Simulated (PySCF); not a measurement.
Molecule: SMILES C(#CBC#C)C, C5H5B.

Mapped SMILES: `[CH:1]#[C:2][BH:3][C:4]#[C:5][CH3:6]`. Hydrogens are named by the atom that carries them.

Spin–spin couplings on one PBE0-D3(BJ)/def2-SVP geometry, PySCF 2.14, gas phase, non-relativistic, equivalent pairs averaged (spin–dipole term only in couplings to heteroatoms); isotopes 13C, 1H, 11B; basis pcJ-1.

How do the couplings (Hz) change with the functional? Times are CPU seconds on 1 thread of an Arm Neoverse V1, shared host.

## Answers


```
functional  functions  1J(C1,H(C1))  1J(C4,C5)  1J(C1,C2)  1J(B3,H(B3))  1J(C6,H(C6))  1J(B3,C4)  1J(C2,B3)  core-s
       LDA        212         209.9      142.9      139.6         110.0         104.6       85.3       81.1      16
       PBE        212         243.3      151.0      149.1         135.4         126.5       99.2       95.1      21
       KT2        212         266.1      134.5      133.3         143.7         134.1       86.5       82.2      21
     B3LYP        212         264.6      162.9      162.2         145.8         138.8      106.8      102.5      27
      PBE0        212         250.6      158.7      157.2         138.9         131.2      103.4       99.5      24
     B97-2        212         240.9      156.9      157.2         140.1         124.8      107.9      104.1      24
 BHandHLYP        212         283.0      178.7      179.0         155.1         150.2      115.6      111.6      26
 CAM-B3LYP        212         260.9      163.9      162.8         143.5         136.4      104.7      100.6      34
``` Left out for a near triplet instability: HF/pcJ-1.
